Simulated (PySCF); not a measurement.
CH₄BF₂N, SMILES B(F)(F)NC.

Coordinates come from a B3LYP-D3(BJ)/def2-SVP optimisation. The values are those of a single conformer.

Level of theory: TDDFT-LC-ωPBE/def2-SVPD run with PySCF.

Vertical excitations. Gas-phase values at a fixed geometry. State labels are in the subgroup Cs.

Computed UV-visible absorptions:
```tsv
state	symmetry	energy (eV)	λ (nm)	f	main pairs
S1	A"	7.49	166	0.004	HOMO→LUMO 82 %
S2	A"	8.92	139	0.034	HOMO→LUMO+1 85 %
S3	A"	8.99	138	0.003	HOMO→LUMO+2 77 %
S4	A'	9.28	134	0.323	HOMO→LUMO+3 82 %, HOMO→LUMO+6 13 %
S5	A'	10.09	123	0.042	HOMO→LUMO+6 80 %, HOMO→LUMO+3 13 %
S6	A"	10.42	119	0.003	HOMO→LUMO+4 33 %, HOMO→LUMO+5 33 %, HOMO→LUMO+11 12 %, HOMO→LUMO+9 6 %
S7	A"	10.61	117	0.008	HOMO→LUMO+9 37 %, HOMO→LUMO+5 25 %, HOMO→LUMO+4 20 %, HOMO→LUMO+11 6 %
S8	A'	10.76	115	0.011	HOMO−1→LUMO 74 %, HOMO−1→LUMO+1 16 %
S9	A'	11.22	110	0.036	HOMO−2→LUMO 57 %, HOMO→LUMO+8 19 %
S10	A'	11.26	110	0.025	HOMO→LUMO+8 58 %, HOMO−2→LUMO 16 %, HOMO→LUMO+10 9 %
T1	A"	7.22	172	0	HOMO→LUMO 78 %
T2	A'	7.46	166	0	HOMO→LUMO+3 76 %, HOMO→LUMO+6 14 %
T3	A"	8.63	144	0	HOMO→LUMO+1 74 %, HOMO→LUMO+2 12 %
T4	A"	8.76	142	0	HOMO→LUMO+2 59 %, HOMO→LUMO+5 10 %, HOMO→LUMO 10 %, HOMO→LUMO+1 9 %
```
Triplets are in the Tamm–Dancoff approximation, which puts them higher than full response would, so one can lie above its singlet here.
